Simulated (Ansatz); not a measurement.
Dissociation curve of GaH (anion, charge -1), lowest doublet found (which spin is the ground state isn't settled by this scan).

Level of theory: full CI/aug-cc-pVTZ, cores with 3d frozen in Ansatz (an electronic-structure program).

**Question.** Relative to R = 1.72 Å, what are the energies at R = 1.41, 2.06, 2.43, 5.17 Å?

**Answer.** 58.2 kJ/mol at 1.41 Å, 22.9 kJ/mol at 2.06 Å, 65.9 kJ/mol at 2.43 Å, 204.6 kJ/mol at 5.17 Å.

Where the anion isn't bound against loss of the electron, the finite basis alone holds it. Also computed but left out beside FCI, since their determinant holds another spin at the minimum (<S²> over 0.7 above the pure value): UHF/STO-3G.
